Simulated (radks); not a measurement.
Results of a calculation; reference values are marked as such.
Ionisation of the niobium ion Nb+, [Kr] 4d4, to [Kr] 4d3 as the strength of local exchange is varied. Level of theory: Dirac Kohn-Sham, Slater X-alpha exchange (alpha = 2/3 is LDA exchange), no correlation, spin-unpolarised, spherical densities, point nucleus; open shells are shared between the two j in proportion to 2j + 1 (a radial shooting solver on a logarithmic mesh with Libxc functionals).

alpha,E(Nb+) (hartree),exchange (hartree),IE (eV),-e of the level emptied (eV),<r> of it (bohr)
0.621,-3804.46854,-103.01039,12.510,7.921 (4d5/2),2.154
0.646,-3808.61773,-107.27278,12.790,8.147 (4d5/2),2.132
0.665,-3811.77410,-110.51816,13.006,8.323 (4d5/2),2.115
0.667,-3812.10650,-110.86008,13.029,8.342 (4d5/2),2.113
0.711,-3819.42652,-118.39673,13.540,8.760 (4d5/2),2.076
0.827,-3838.79106,-138.39826,14.961,9.942 (4d5/2),1.985
0.903,-3851.53025,-151.60638,15.950,10.777 (4d5/2),1.930

NIST Atomic Spectra Database: 14.320 eV (semi-empirical). The Delta-SCF value meets it near alpha = 0.77. Spin polarisation and multiplet splitting are left out, so open shells lie too high by an amount that depends on their filling. Sharing an open shell by 2j + 1 raises it above the true ground level by a part of the spin-orbit splitting, which enters the differences from NIST.

Beside tabulated values, note that spin-unpolarised runs miss the spin-polarisation part of the exchange energy of open shells.
